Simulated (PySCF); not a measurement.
Radial density of Be (beryllium, neutral)

UHF, [He] 2p2, high-spin 3P determinant (an excited configuration). All numbers are calculated (PySCF 2.14, the non-relativistic Hamiltonian (point nucleus), in aug-cc-pVTZ with one added diffuse shell each of s, p, d, f type (6s5p4d3f, 62 functions)).

| r (bohr) | 4πr²ρ (e/bohr) | 4πr²(ρα − ρβ) |
| --- | --- | --- |
| 0.00547 | 0.01226 | 0.0000 |
| 0.00920 | 0.03377 | -0.0001 |
| 0.0155 | 0.09067 | -0.0003 |
| 0.0260 | 0.2361 | -0.0008 |
| 0.0438 | 0.5800 | -0.0020 |
| 0.0736 | 1.298 | -0.0043 |
| 0.124 | 2.482 | -0.0073 |
| 0.208 | 3.679 | -0.0063 |
| 0.350 | 3.621 | 0.0141 |
| 0.589 | 1.892 | 0.0853 |
| 0.991 | 0.5759 | 0.2740 |
| 1.67 | 0.5636 | 0.5554 |
| 2.80 | 0.5603 | 0.5603 |
| 4.72 | 0.1946 | 0.1946 |
| 7.93 | 0.01215 | 0.0121 |
| 13.3 | 5.512e-05 | 0.0001 |

(1) Where is the radial spin density 4πr²(ρα − ρβ) most negative, and why is it negative at all?

Answers

(1) Around r = 0.124 bohr, down to -0.0073 e/bohr: exchange with the open shell polarises the paired shells in an unrestricted calculation.
